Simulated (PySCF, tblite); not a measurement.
Isomers of C5H9ClSi2, one GFN2-xTB conformer each. Single-point energies are computed at PBE0/pcSseg-1 (PySCF, gas phase, no added dispersion term), electronic only.

Question: Rank them by PBE0/pcSseg-1 energy, lowest first (kcal/mol).
A. `[SiH3:1][CH2:2][C:3]1=[CH:4][CH:5]=[C:6]([Cl:7])[SiH2:8]1` with Si1–C2–C3–C4 -94°
B. `[SiH3:1][CH2:2][Si:3]1([Cl:4])[CH:5]=[CH:6][CH:7]=[CH:8]1` with Si1–C2–Si3–Cl4 -67°
C. `[CH3:1][C:2]1=[CH:3][SiH2:4][CH:5]=[CH:6][Si@@H:7]1[Cl:8]` with C2–C3–Si4–C5 13°, C3–Si4–C5–C6 -13°, C5–C6–Si7–Cl8 134°, C1–C2–Si7–C6 166°

Answer: C (0.0), B (0.3), A (45.7).

Neighbours under 2.5 kcal/mol apart (CC1=C[SiH2]C=C[Si@@H]1Cl and [SiH3]C[Si]1(Cl)C=CC=C1) can change places with a better method, another conformer or zero-point energy. GFN2-xTB itself gives, in the same order: 0.0, 3.9, 15.0. Both levels put the same isomer lowest; measured from each level's own lowest isomer, the values differ by up to 30.7 kcal/mol ([SiH3]CC1=CC=C(Cl)[SiH2]1: 15.0 against 45.7).

Which frontier levels, dipoles and rotational constants go with these structures?

```csv
SMILES,"HOMO (eV, PBE0/pcSseg-1)",LUMO (eV),dipole (D),"A, B, C (MHz)"
CC1=C[SiH2]C=C[Si@@H]1Cl,-7.83,-1.15,1.36,"1828, 917.3, 655.3"
[SiH3]C[Si]1(Cl)C=CC=C1,-6.86,-1.86,1.92,"1643, 864.3, 694.8"
[SiH3]CC1=CC=C(Cl)[SiH2]1,-6.22,-1.70,2.12,"3139, 538.8, 505.7"
```

What happens when harmonic zero-point energies from GFN2-xTB frequencies are added?

```
                   SMILES  ZPE (kcal/mol)  electronic (kcal/mol)  with ZPE (kcal/mol)
 CC1=C[SiH2]C=C[Si@@H]1Cl            73.5                    0.0                  0.0
  [SiH3]C[Si]1(Cl)C=CC=C1            73.3                    0.3                  0.2
[SiH3]CC1=CC=C(Cl)[SiH2]1            70.2                   45.7                 42.5
```

The zero-point energies span 3.3 kcal/mol. The order is unchanged.
